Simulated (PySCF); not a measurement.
Al(F)(Cl)(vinyl) (C₂H₃AlClF), SMILES C=[CH][Al]([F])[Cl]. Atoms are numbered in the order given.

```xyz
8

Al     0.5167     0.1575     0.0000
F      1.9415     1.0074     0.0000
Cl    -1.2577     1.2685     0.0000
C      0.4510    -1.7615     0.0000
C     -0.7308    -2.3982     0.0000
H      1.3620    -2.3742     0.0000
H     -0.8085    -3.4927     0.0000
H     -1.6832    -1.8542     0.0000
```

The structure is a stationary point at PBE0-D3(BJ)/def2-SVP. The values are those of a single conformer.

Two levels are set side by side: PBE/pcSseg-1 (PySCF) and PBE0/pcSseg-1 (PySCF). GIAO shifts against CFCl3 (¹⁹F), HCl (³⁵Cl), TMS (¹H), TMS (¹³C) at the same level; non-relativistic, no solvent, atoms listed together averaged. Without spin–orbit terms, shifts of atoms bonded to Cl or Br come out too high at both levels. Differences are taken from unrounded values.

| quantity | PBE0 | PBE | PBE minus PBE0 |
|---|---|---|---|
| δ(¹⁹F) of F2 (ppm) | -150.0 | -157.7 | -7.6 |
| δ(³⁵Cl) of Cl3 (ppm) | -30.1 | -13.4 | 16.8 |
| δ(¹³C) of C4 (ppm) | 138.6 | 138.1 | -0.5 |
| δ(¹³C) of C5 (ppm) | 164.3 | 161.9 | -2.4 |
| δ(¹H) of H6 (ppm) | 6.42 | 6.37 | -0.04 |

Rough cost on one machine, each run with all the roots and properties that it gave: PBE0 against PBE within a factor of 2.
